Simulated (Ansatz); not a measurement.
Relaxation of AlH8N2OP (13 atoms, charge 0, multiplicity 1), to a largest force component of 0.03 eV/Å in at most 50 steps.

The calculation used RKS B3LYP/6-31G* in Ansatz 0.2.0.

```xyz
13
Properties=species:S:1:pos:R:3:forces:R:3
Al 0.230 0.752 -0.378 0.00 -0.58 -0.02
O -0.515 -0.048 2.385 -0.10 0.71 -0.17
H -1.118 -0.313 1.660 0.01 -0.01 0.01
N 1.671 -0.022 -1.090 -0.03 -0.01 0.00
H 1.674 -0.904 -1.590 -0.01 0.01 0.02
H 2.621 0.267 -0.892 -0.01 0.02 0.00
N -1.388 -0.044 -0.529 -0.03 0.02 -0.01
H -1.564 -0.873 -1.087 0.01 0.00 0.00
H -2.245 0.494 -0.455 0.00 0.00 -0.01
P 0.193 2.692 0.854 0.08 0.63 0.17
H 1.525 2.571 1.345 0.00 -0.02 -0.01
H 0.534 3.637 -0.157 -0.02 0.00 0.00
H -0.748 0.902 2.530 0.08 -0.77 0.04
```

Q: Where does it end, and by what steps?

A: The forces met the threshold. The force dipped under the threshold on the way, but the program's further checks kept it going. After 18 steps the energy has fallen by 0.480 eV; H13 moved furthest, 0.66 Å. Joined: Al1–O2 (2.97 → 2.06 Å).

```tsv
step	energy less start (eV)	largest force component (eV/Å)	accepted
0	0.0000	0.769	yes
1	0.0082	1.968	no
2	-0.0700	0.741	yes
3	-0.1199	0.812	yes
4	-0.2343	0.950	yes
5	-0.3644	0.996	yes
6	-0.4105	0.760	yes
7	-0.4447	0.487	yes
8	-0.4244	0.655	no
9	-0.4728	0.079	yes
10	-0.4740	0.190	yes
11	-0.4767	0.168	yes
12	-0.4784	0.027	yes
13	-0.4789	0.039	yes
14	-0.4793	0.046	yes
15	-0.4795	0.047	yes
16	-0.4797	0.035	yes
17	-0.4797	0.033	no
18	-0.4799	0.012	yes
```

```xyz
13
Properties=species:S:1:pos:R:3
Al 0.171 0.693 0.065
O -0.266 -0.274 1.826
H -1.130 -0.487 1.352
N 1.584 -0.043 -0.763
H 1.605 -0.976 -1.157
H 2.528 0.309 -0.669
N -1.515 0.045 -0.403
H -1.591 -0.599 -1.187
H -2.276 0.714 -0.495
P 0.233 2.941 0.829
H 1.637 2.963 1.090
H 0.365 3.518 -0.468
H -0.474 0.307 2.577
```

Whether the end is a true minimum wasn't checked by a vibrational analysis.

Time of the run: 55 s on 2 threads of Arm Neoverse V2 (shared host), peak memory 0.22 GiB.
